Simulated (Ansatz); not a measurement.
Abridged output of a molecular run in Ansatz:

```
Functional definition: HF
803 factors; integrals over basis functions are off by at most 1.2e-3 eV
mean field evaluation 1: about -87098.4382 eV, gradient 3.0e1 eV
mean field evaluation 2: about -87098.4571 eV, gradient 3.0e1 eV
mean field evaluation 4: about -87100.4915 eV, gradient 1.9e0 eV
mean field evaluation 8: about -87100.5146 eV, gradient 1.8e-4 eV
mean field -87100.51462293 eV, -3200.8848735434 hartree, gradient 5.9e-6 eV, S^2 0.000000; 0 other end points of the search recorded, 0 dependent functions left out
20 core orbitals not correlated: weight in the atoms' cores, before any rotation towards them, 1.000 or more for the frozen orbitals, at most 0.000 for the correlated occupied ones
reference -87100.51462293 eV, -3200.8848735434 hartree; 17, 17 occupied and 50, 50 virtual orbitals, 803 factors
second order -16.56129465 eV of doubles, -0.00000000 eV of singles
cycle   1  -16.73281283 eV  change   -1.7e-1 eV  update   8.6e-2
cycle   2  -17.06943171 eV  change   -3.4e-1 eV  update   2.5e-2
cycle   3  -17.14395196 eV  change   -7.5e-2 eV  update   1.3e-2
cycle   4  -17.13676883 eV  change    7.2e-3 eV  update   2.9e-3
cycle   5  -17.13530547 eV  change    1.5e-3 eV  update   1.1e-3
cycle   6  -17.13538944 eV  change   -8.4e-5 eV  update   3.2e-4
cycle   7  -17.13515522 eV  change    2.3e-4 eV  update   9.6e-5
cycle   8  -17.13514665 eV  change    8.6e-6 eV  update   3.1e-5
perturbative correction -0.35105527 eV, -0.0129010433 hartree
Total energy: -87118.00082486 eV, -3201.5274796117 hartree
```

Its atoms:

Z-matrix (Å, degrees):
```
Al
F 1 1.639
Se 1 2.288 2 120.1
Cl 1 2.075 2 119.3 3 180.0
H 3 1.471 1 90.0 2 0.0
```

Problem. Which basis set was used?
A. cc-pV(Q+d)Z
B. def2-TZVPPD
C. def2-QZVPP
D. def2-SVP

Solution. D. It gives 87 functions.

Problem. Write the keys of the input that set method, charge and spin (a neutral closed shell needs none for the last two).

Solution. 
```yaml
correlation: {method: ccsd_t}
```
